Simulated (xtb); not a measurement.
C6H15In (SMILES C[CH2][In]([CH2]C)[CH2]C), singlet, at a GFN2-xTB geometry (such geometries of metal compounds can be far from the true shape). Base run: GFN0-xTB run with xtb.

Geometry (Å):
```xyz
22

In     0.0765    -0.2220     0.0069
C      2.0267     0.1577    -1.1355
C      2.3614     1.6325    -1.3107
H      1.9407    -0.3308    -2.1106
H      2.8236    -0.3521    -0.5853
H      2.4600     2.1258    -0.3423
H      1.5805     2.1430    -1.8752
H      3.3040     1.7591    -1.8498
C     -0.3883    -2.3544     0.6984
C     -1.7887    -2.4472     1.2898
H      0.3587    -2.6503     1.4404
H     -0.2864    -3.0312    -0.1545
H     -2.5413    -2.1822     0.5449
H     -1.8969    -1.7651     2.1354
H     -2.0042    -3.4590     1.6424
C     -1.4569     1.3945     0.5178
C     -1.1458     2.7524    -0.0951
H     -1.5038     1.4711     1.6079
H     -2.4312     1.0353     0.1740
H     -1.1094     2.6871    -1.1837
H     -0.1833     3.1259     0.2565
H     -1.9097     3.4876     0.1715
```
Charge 0, spin multiplicity 1.
All else is at xtb's defaults.
Base energy -22.25223 Eh.

The base run was repeated with changes; each row names its change, and settings that it needs were set with it.

```tsv
change	ΔE vs base (mEh)	HOMO-LUMO gap (eV)
base	0.000	2.68
file = coord	0.000	2.68
etemp = 1000	0.000	2.68
acc = 1000	0.000	2.68
acc = 30	0.000	2.68
```
